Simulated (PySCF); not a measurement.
# What a mistake does to a calculation on Al2CH5

These are calculations, not measurements. The program is PySCF 2.14.0, an open-source quantum chemistry code, run on an isolated molecule that a program drew, which may never have been made. The molecule is Al2CH5 (charge 0, doublet), drawn as the SMILES string `[CH2][AlH][AlH2]`.

Each row is a Hartree-Fock (HF) and frozen-core CCSD(T) single point in the cc-pV(D+d)Z basis, meant for a local HF minimum. Run 1 is clean. Each other run has one planted mistake out of seven kinds, and not every kind appears here: one electron removed, one electron added, multiplicity raised by two, geometry at a saddle point, minimal basis STO-3G, one bond length entered in bohr, all coordinates scaled. The reference is restricted for singlets and unrestricted otherwise, and also for a bond in bohr. Adding or removing an electron swaps singlet and doublet. Electrons count all cores. HOMO and LUMO are orbital energies over both spins, the gradient is its largest component, and the lowest frequency (negative if imaginary) is given only where the gradient is small. Bond lengths are over the 7 bonds as drawn. T1 is the CCSD diagnostic: over 0.02 (restricted) or 0.045 (unrestricted) a single reference is doubtful.

Geometry of the clean run:
```xyz
8
Al2CH5, angstrom
C    -0.5510   -1.7270   -1.5370
Al    0.2109   -1.5226    0.2371
Al    0.2847    0.7910    1.4769
H    -0.5926   -2.6763   -2.0726
H    -0.9886   -0.9178   -2.1230
H     0.7925   -2.8469    0.9008
H    -0.8913    1.2841    2.4281
H     1.5126    1.7925    1.3340
```

```
run  electrons  basis functions  <S^2>  HOMO (eV)  LUMO (eV)  gradient (hartree/bohr)  lowest frequency (cm^-1)  mean bond (Å)  longest bond (Å)      T1  HF (hartree)  CCSD(T) (hartree)                          mistake
  1         37               85  0.759      -9.03       0.52                  1.5e-05                        62         1.6460             2.626  0.0131    -524.55522         -524.85750                         no fault
  2         37               85  3.766      -6.04      -1.22                  3.3e-02                         -         1.6460             2.626  0.0216    -524.45733         -524.75055       multiplicity raised by two
  3         37               85  1.588      -7.42       0.38                  7.4e-03                         -         1.8482             3.006  0.0580    -524.46187         -524.75447  one bond length entered in bohr
  4         38               85  0.000      -1.36       4.66                  4.7e-02                         -         1.6460             2.626  0.0204    -524.54504         -524.90352                                ?
```

**Which mistake was planted in run 4, and what did it cost?**

It counts 38 electrons, one more than the clean run, at the same geometry and basis. So the mistake is: one electron added. Subtracting run 1 and multiplying by 627.51 kcal/mol a hartree, the energy moved by 6.4 kcal/mol in HF and -28.9 kcal/mol in CCSD(T).

Cautions from the logs. Run 3: T1 is over the limit, so its CCSD(T) energy is less reliable; run 4: T1 is over the limit, so its CCSD(T) energy is less reliable.
